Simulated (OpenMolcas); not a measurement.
**Lu II: CASPT2 settings compared**

```json
{"Program": "OpenMolcas 26.06", "Basis": "ANO-RCC-VDZP [7s6p4d2f1g]", "Scalar Hamiltonian": "X2C, point nucleus", "Active space": "2 electrons in 6 orbitals (5d 6s)", "State averaging": "2S+1 = 1 even, 6 roots; 2S+1 = 3 even, 5 roots kept (CI in the orbitals of an earlier block)", "Spin-orbit coupling": "RASSI with atomic mean-field integrals over the reference wave functions, term energies averaged over their components"}
```

Methods on the same reference wave functions:
A. CASSCF
B. XMS-CASPT2, IPEA 0.75 Eh, sigma1 regulariser 0.4 Eh (closed shells correlated: 4f 5s 5p)
C. XMS-CASPT2, IPEA 0.1 Eh, imaginary shift 0.05 Eh (closed shells correlated: 5s 5p)
D. XMS-CASPT2, IPEA 0.15 Eh, sigma1 regulariser 0.4 Eh (closed shells correlated: none)

Energies in cm-1 above 6s2 1S0, the measured ground level; measured values from NIST Handbook of Basic Atomic Spectroscopic Data.

```json
{"Level": "6s2 1S0", "A": "0.0", "B": "0.0", "C": "0.0", "D": "0.0", "Measured": "0.0"}
{"Level": "5d 6s 3D1", "A": "10890", "B": "16570", "C": "16050", "D": "13500", "Measured": "11796"}
{"Level": "5d 6s 3D2", "A": "11695", "B": "17350", "C": "16800", "D": "14250", "Measured": "12435"}
{"Level": "5d 6s 3D3", "A": "13408", "B": "19090", "C": "18570", "D": "16020", "Measured": "14199"}
{"Level": "5d 6s 1D2", "A": "18210", "B": "23320", "C": "22030", "D": "19510", "Measured": "17333"}
```

Deviations, from unrounded energies. A percentage is the sum of absolute deviations over the sum of measured energies, with the sign that they share, or ± where signs differ.

```json
{"Against measurement": "mean absolute deviation (cm-1)", "Levels": "4", "A": "830", "B": "5100", "C": "4400", "D": "1900"}
{"Against measurement": "other configurations (%)", "Levels": "4", "A": "±5.9", "B": "+36.9", "C": "+31.7", "D": "+13.5"}
```

A lies closest to measurement on these levels and B furthest from it. The largest miss of A in the table is 5d 6s 3D1, by -910 cm-1. The ranking rests on the paired levels alone, and a cruder setting can come out closer through cancelling errors.

Among B to D the level of the table that moves most is 5d 6s 1D2, by 3800 cm-1 (lowest in D, highest in B). Moves below CASPT2's spread within the term are not significant.

The lowest spin-free term lies below A's lowest term by 1.043 hartree in B, 0.173 hartree in C, 0.013 hartree in D.

CASPT2 does not keep the components of a term degenerate, so their means are used; among the terms shown or strongly mixed into the levels shown the widest spread is 620 cm-1 (5d 6s 1D, B). Terms from blocks run as CI alone lack orbitals of their own. A single d shell beside an s shell can misplace configurations of different d count against each other. Without dynamic correlation excited terms often stand tens of per cent too high (terms of higher spin than the ground term too low), and those without a measured partner can miss by more than the paired ones (holds for A). Measured partners are found by configuration, term and J. A level has none where our copy of the source lacks it or the pairing is in doubt (some pairs that miss far off the trend of their configuration count as doubtful), and it then counts in no deviation. Levels of configurations outside the active space are missing.
